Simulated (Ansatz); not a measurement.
Program: Ansatz 0.2.0.

A structure relaxed at PBE0-D4/def2-TZVP, charge 0, multiplicity 1:

```xyz
13

C     0.2451   -0.2350   -1.3395
C     0.4908   -0.5266    0.1296
C    -0.8049   -0.6632    0.9081
O     1.3282    0.4572    0.7084
Sn    1.1580    2.3847    0.9930
F    -0.6177    2.6405    0.2094
H    -0.3127   -1.0503   -1.8073
H    -0.3336    0.6856   -1.4515
H     1.1945   -0.1249   -1.8681
H     1.0454   -1.4714    0.2087
H    -1.3960    0.2526    0.8238
H    -0.5953   -0.8555    1.9627
H    -1.4017   -1.4937    0.5225
```

Task: Give its formula and SMILES.

Result: C3H7FOSn, `CC(C)[O][Sn][F]`.

Task: Point group (tolerance 0.08 Å, 0.16 Å for H)?

Result: Cs.

Task: Summarise the bond lengths by kind.

Result: 2 × C–C 1.518 Å; 7 × C–H 1.092 to 1.098 Å; 1 × C–O 1.416 Å; 1 × O–Sn 1.956 Å; 1 × F–Sn 1.958 Å.
